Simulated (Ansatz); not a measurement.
Reaction (substitution at a C–F bond): `F/C=N/[SiH3]` + `C=N` → `C=N/C=N/[SiH3]` + H–F

Program: Ansatz. Geometries: PBE0-D4/def2-TZVP. ΔE: electronic, gas phase. CCSD(T)/CBS is the MP2 limit (def2-TZVPP, def2-QZVPP) plus CCSD(T) − MP2 in def2-TZVPP, frozen cores. This one scheme is used for every species. Double bonds are as drawn, so ΔE can hold a change between cis and trans. Each species was taken in one conformer, which may not be the lowest.

`F/C=N/[SiH3]`:

Z-matrix (Å, degrees):
```
Si
N 1 1.735
H 1 1.482 2 108.0
H 1 1.482 2 108.0 3 -118.8
H 1 1.492 2 112.0 3 120.6
C 2 1.234 1 125.7 3 -120.8
F 6 1.336 2 121.3 1 -180.0
H 6 1.095 2 129.6 1 0.0
```

`C=N`:

Cartesian coordinates in Å:
```
C 0.375 -0.016 -0.106
N -0.563 0.384 0.635
H 0.253 -0.687 -0.965
H 1.393 0.319 0.105
H -1.458 0.000 0.331
```

`C=N/C=N/[SiH3]`:

Cartesian coordinates in Å:
```
C 1.042 -2.247 -0.158
N 1.556 -1.105 -0.015
C 0.733 -0.020 0.276
N -0.269 0.295 -0.421
Si -1.235 1.707 -0.142
H -0.026 -2.435 -0.014
H 1.679 -3.085 -0.439
H 1.104 0.555 1.136
H -0.774 2.483 1.049
H -1.172 2.578 -1.342
H -2.638 1.274 0.070
```

H–F:

Cartesian coordinates in Å:
```
F 0.131 0.349 -0.270
H -0.131 -0.349 0.270
```

| species | CCSD(T)/CBS(def2) energy (Eh) |
| --- | --- |
| `F/C=N/[SiH3]` | -484.01982 |
| `C=N` | -94.52360 |
| `C=N/C=N/[SiH3]` | -478.15547 |
| H–F | -100.39570 |

Question: Work out ΔE.

Answer: ΔE = (-478.15547) + (-100.39570) − (-484.01982) − (-94.52360) = -0.00775 Eh = -20.3 kJ/mol.

Largest T1 diagnostic among the species: 0.015.

In def2-TZVPP, CCSD(T) changes the Hartree–Fock value by −16.2 kJ/mol (the triples alone add −2.8 kJ/mol) and MP2 by −24.9 kJ/mol. The D4 term adds −8.2 kJ/mol with B3LYP and −4.6 kJ/mol with PBE0; it sums over pairs of atoms, weighted by their polarisabilities, and B3LYP, whose exchange is more repulsive, gets the larger term.

B3LYP here is the variant with VWN-RPA as its local correlation; programs differ in this.
